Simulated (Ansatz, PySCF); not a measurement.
System: sum formula SiCl2F (charge 0, doublet). It need not be the lowest isomer of its formula. 
Structure (B3LYP-D3(BJ)/def2-TZVP (Ansatz, a program for electronic structure) minimum search):
SMILES: [Si](Cl)(Cl)F
```xyz
4

Si    -0.0174    -0.5502     0.2429
F     -0.1716    -1.4749    -1.0483
Cl    -1.6276     0.7247     0.3009
Cl     1.7328     0.5092     0.0540
```
Charge 0, spin multiplicity 2.

Dipole moments at this geometry, in debye (magnitudes).

```
level                    program  dipole (D)
-----------------------  -------  ----------
PBE/def2-TZVPD            Ansatz        0.75
BLYP/def2-TZVPD            PySCF        0.80
TPSSh/def2-TZVPD           PySCF        0.80
r2SCAN0/def2-TZVPD        Ansatz        0.90
M06-2X/def2-TZVPD          PySCF        1.04
CCSD(T)/aug-cc-pV(D+d)Z   Ansatz        0.88
```
